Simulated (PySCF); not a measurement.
tert-butyl isocyanate, C5H9NO.
SMILES: `CC(C)(C)N=C=O`

Torsions of this conformer, `[CH3:1][C:2]([CH3:3])([CH3:4])[N:5]=[C:6]=[O:7]`: C1–C2–N5–C6 -59°.

The closed-shell ground state was solved at several levels (PySCF, density fitting, gas phase, non-relativistic). Isolated species at its PBE0-D3(BJ)/def2-SVP geometry, gas phase.

```tsv
level	basis functions	HOMO (eV)	LUMO (eV)	gap (eV)	dipole (D)
B3LYP/6-31G-J	120	-7.44	0.67	8.11	3.51
B3LYP/pcJ-0	118	-7.70	0.67	8.37	3.41
B3LYP/def2-TZVP	271	-7.68	0.14	7.82	3.23
```

Question: Estimate the row for B3LYP/6-31G*, a basis of 116 functions; the other rows only guide the guess.

Answer: HOMO -7.36 eV, LUMO 0.94 eV, gap 8.30 eV, dipole 3.09 D.

Question: Over all these levels, which gives the widest orbital gap and which the narrowest?

Answer: B3LYP/pcJ-0 has the widest, 8.37 eV, and B3LYP/def2-TZVP the narrowest, 7.82 eV. From the narrowest to the widest the HOMO moves by -0.02 eV and the LUMO by +0.53 eV.

Question: How much does the basis alone move the frontier levels among the 4 B3LYP rows (the withheld one included)?

Answer: The HOMO by 0.34 eV and the LUMO by 0.80 eV. By rising basis size (HOMO, LUMO in eV): 6-31G* -7.36, 0.94; pcJ-0 -7.70, 0.67; 6-31G-J -7.44, 0.67; def2-TZVP -7.68, 0.14.

Question: How far do the dipole and the HOMO energy spread over the levels?

Answer: The dipole runs from 3.09 to 3.51 D (mean 3.31 D) and the HOMO from -7.70 to -7.36 eV.
